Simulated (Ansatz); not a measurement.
```yaml
crystal:
  periodic: [false, false, false]
  atoms:
    - {symbol: Cu, position_ang: [0.759788, -0.054548, -1.470529]}
    - {symbol: Cu, position_ang: [-1.032442, -0.793319, 0.095203]}
    - {symbol: Cu, position_ang: [0.843731, 0.492424, 1.083640]}
    - {symbol: Cu, position_ang: [-1.108350, 1.653312, -0.420581]}
    - {symbol: S, position_ang: [2.279491, -0.858291, -0.033071]}
    - {symbol: S, position_ang: [-1.367345, 0.154984, -2.014308]}
    - {symbol: S, position_ang: [0.680840, -1.926555, 1.037157]}
    - {symbol: S, position_ang: [-1.055724, 1.332003, 1.722479]}
basis:
  gaussian: {orbitals: def2-TZVP, initial_orbitals: start.molden}
correlation: {method: mp2, frozen_orbitals: {Cu: 9, S: 5}}
scf: {omitted_lower_state_checks: [starts]}
output: {orbitals: {seedname: orbitals}}
```

The file start.molden holds the orbitals of an earlier run on this structure, at another level or in another basis.

```sh
$ ansatz run in.yaml --threads 4 --pin off --events-out ev --progress --plain --max-ram 4787MiB
```

(1) Does this run fit into the memory that it is given?

Answers

(1) No. It has 328 basis functions, and Ansatz plans for 5.36 GiB where 4.67 GiB are given.
